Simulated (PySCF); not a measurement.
H3NO3S, SMILES NS(=O)(=O)O.

Coordinates come from a r2SCAN-D4/def2-SVP optimisation. One conformer was computed; it need not be the lowest.

Method: TDA-PBE0/def2-SVPD in PySCF.

Vertical excitations.  State labels are in the subgroup Cs.

```json
[
 {"state": "S1", "symmetry": "A\"", "energy (eV)": "7.38", "λ (nm)": "168", "f": "0.000", "main pairs": "HOMO→LUMO 93 %"},
 {"state": "S2", "symmetry": "A'", "energy (eV)": "7.80", "λ (nm)": "159", "f": "0.005", "main pairs": "HOMO−1→LUMO 95 %"},
 {"state": "S3", "symmetry": "A\"", "energy (eV)": "8.13", "λ (nm)": "153", "f": "0.006", "main pairs": "HOMO−2→LUMO 92 %"},
 {"state": "S4", "symmetry": "A\"", "energy (eV)": "8.28", "λ (nm)": "150", "f": "0.007", "main pairs": "HOMO→LUMO+1 79 %"},
 {"state": "S5", "symmetry": "A'", "energy (eV)": "8.65", "λ (nm)": "143", "f": "0.065", "main pairs": "HOMO−3→LUMO 54 %, HOMO−1→LUMO+1 41 %"},
 {"state": "S6", "symmetry": "A\"", "energy (eV)": "8.78", "λ (nm)": "141", "f": "0.000", "main pairs": "HOMO→LUMO+3 68 %, HOMO→LUMO+1 12 %"},
 {"state": "S7", "symmetry": "A'", "energy (eV)": "8.88", "λ (nm)": "140", "f": "0.095", "main pairs": "HOMO−1→LUMO+1 49 %, HOMO−3→LUMO 43 %"},
 {"state": "S8", "symmetry": "A\"", "energy (eV)": "9.01", "λ (nm)": "138", "f": "0.000", "main pairs": "HOMO−2→LUMO+1 59 %, HOMO→LUMO+4 15 %"},
 {"state": "S9", "symmetry": "A'", "energy (eV)": "9.10", "λ (nm)": "136", "f": "0.068", "main pairs": "HOMO−4→LUMO 86 %"},
 {"state": "S10", "symmetry": "A\"", "energy (eV)": "9.26", "λ (nm)": "134", "f": "0.016", "main pairs": "HOMO→LUMO+4 40 %, HOMO→LUMO+5 24 %, HOMO−2→LUMO+1 11 %"},
 {"state": "T1", "symmetry": "A\"", "energy (eV)": "7.03", "λ (nm)": "176", "f": "0", "main pairs": "HOMO→LUMO 77 %"},
 {"state": "T2", "symmetry": "A'", "energy (eV)": "7.46", "λ (nm)": "166", "f": "0", "main pairs": "HOMO−1→LUMO 88 %"},
 {"state": "T3", "symmetry": "A\"", "energy (eV)": "7.72", "λ (nm)": "161", "f": "0", "main pairs": "HOMO−2→LUMO 63 %"},
 {"state": "T4", "symmetry": "A\"", "energy (eV)": "7.97", "λ (nm)": "156", "f": "0", "main pairs": "HOMO→LUMO+1 43 %, HOMO→LUMO+3 16 %, HOMO−2→LUMO 13 %, HOMO→LUMO 10 %"}
]
```
Triplets are in the Tamm–Dancoff approximation.
